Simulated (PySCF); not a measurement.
# Calculated NMR data

PySCF 2.14.0 with density-fitted response routines calculation with shielding tensors at PBE0/pcSseg-1 (GIAO) and GFN2-xTB structure; no solvent model, one conformer, one averaged value for each set of equivalent atoms, non-relativistic Hamiltonian.

References, each an isolated molecule treated in the same way: TMS for ¹H and ¹³C. Splittings of carbon signals by F and P are missing where no couplings were computed. Where no couplings were computed, multiplicities follow the n + 1 count of equivalent neighbours, and m marks all less simple cases (inequivalent or close neighbours, rings, F or P nearby). Shifts are as computed. Against solution values, carbons near 30 ppm lie about +3 ppm off and those near 130 ppm about +5 ppm; carbons on Cl a further +6 ppm. Of 1211 compounds with measured shifts, 218 miss one by over three times the rms of a fit or turn the order of signals round; such compounds aren't used in these exercises. Carbons bonded to Cl come out too deshielded.

Compound 1 (C4H7ClO2Si). ¹H NMR (400 MHz, computed): δ 10.31 (t, 1H), 4.71 (t, 2H), 3.87 (d, 2H), 2.90 (t, 2H). ¹³C{¹H} NMR (computed): δ 240.7 (C), 212.1 (CH), 69.1 (CH2), 31.3 (CH2). Structure: SMILES O=CCC(=O)[SiH2]CCl.

Compound 2 (C5H3F4P). ¹H NMR (400 MHz, computed): δ 7.56 (m, 1H), 6.69 (m, 1H), 5.28 (m, 1H). ¹³C{¹H} NMR (computed): δ 194.6, 147.0, 133.0, 132.3, 123.4. Structure: `InChI=1S/C5H3F4P/c6-4-2-1-3(10-4)5(7,8)9/h1-2,10H`.
